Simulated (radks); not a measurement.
All-electron atom: the samarium ion Sm4+ in [Kr] 4d10 4f5 5s1 5p6 (not the ground configuration). All-electron calculation, scalar-relativistic Kohn-Sham, BLYP, spin-unpolarised, spherical densities, finite nucleus; Fermi nuclear charge, rms radius 5.0819 fm. Program: a radial shooting solver on a logarithmic mesh with Libxc functionals. Some entries of the table are withheld. Estimate them.

orbital  occ.  eigenvalue (eV)  r(max) (bohr)  <r> (bohr)
1s          2        -46726.00            (1)     0.02274
2s          2        -7675.853        0.08215     0.09701
2p          6        -6853.212        0.06634     0.08547
3s          2        -1719.250         0.2337      0.2550
3p          6        -1462.051            (2)      0.2533
3d         10        -1113.561         0.1877      0.2310
4s          2        -379.5602         0.5390      0.5784
4p          6        -294.8860            (3)      0.6119
4d         10              (4)         0.5862      0.6671
5s          1         -85.6144          1.236       1.354
5p          6         -63.7876          1.382         (5)
4f          5         -48.0117         0.6029      0.8779

Answer. 
(1) 1s r(max) (bohr): 0.01449
(2) 3p r(max) (bohr): 0.2290
(3) 4p r(max) (bohr): 0.5624
(4) 4d eigenvalue (eV): -175.9912
(5) 5p <r> (bohr): 1.540
